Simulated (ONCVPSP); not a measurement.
## Transferability test, ONCV potential for bismuth

* Element: Bi (Z = 83)
* Generator: ONCVPSP 4.0.1
* Type: optimised norm-conserving Vanderbilt (ONCV)
* Functional: PBEsol
* Relativity: scalar-relativistic
* Frozen core: [Kr] 4d10 4f14
* Valence charge: 23
* Reference configuration: 5s2 5p6 5d10 6s2 6p3
* Partial waves: 5s+6s: rc 1.50 bohr, ncon 4, nbas 8, qcut 7.4 1/bohr, 2 projectors; 5p+6p: rc 1.25 bohr, ncon 3, nbas 7, qcut 13 1/bohr, 2 projectors; 5d: rc 1.15 bohr, ncon 3, nbas 6, qcut 8.1 1/bohr, local
* Local potential: the d channel
* Core correction: Teter function, fcfact 4, rcfact 1.35

Energies are relative to the spin-unpolarised reference configuration 5s2 5p6 5d10 6s2 6p3; without spin polarisation the order of configurations can differ from experiment.

(1) Give the all-electron excitation energy and the error of the potential for: 5s2 5p6 5d10 6s2 6p2; 5s2 5p6 5d10 6s2 6p1; 5s2 5p6 5d10 6s2 6p0; 5s2 5p6 5d10 6s1 6p0.

## Answers

(1)

```csv
valence configuration,charge,ΔE all-electron (eV),error AE − PS (meV)
5s2 5p6 5d10 6s2 6p2,+1,7.949,-3.2
5s2 5p6 5d10 6s2 6p1,+2,23.240,-10
5s2 5p6 5d10 6s2 6p0,+3,46.598,-21
5s2 5p6 5d10 6s1 6p0,+4,92.077,-47
```
